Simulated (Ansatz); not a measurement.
Harmonic frequencies (cm⁻¹) at PBE0-D4/def2-TZVP from Ansatz: 39, 49, 131, 231, 251, 503, 516, 579, 656, 740, 757, 869, 874, 884, 926, 949, 955, 2254, 2260, 2275, 2278.

Each molecule was computed in one conformer, which needn't be the lowest.

Task: Which molecule is it?
A. `F[SiH2]S[SiH2]F`
B. `[SiH3]C#C[SiH2]Cl`
C. `F[SiH2][SiH](F)S`
D. `O[SiH](F)[SiH2]F`

Result: A.
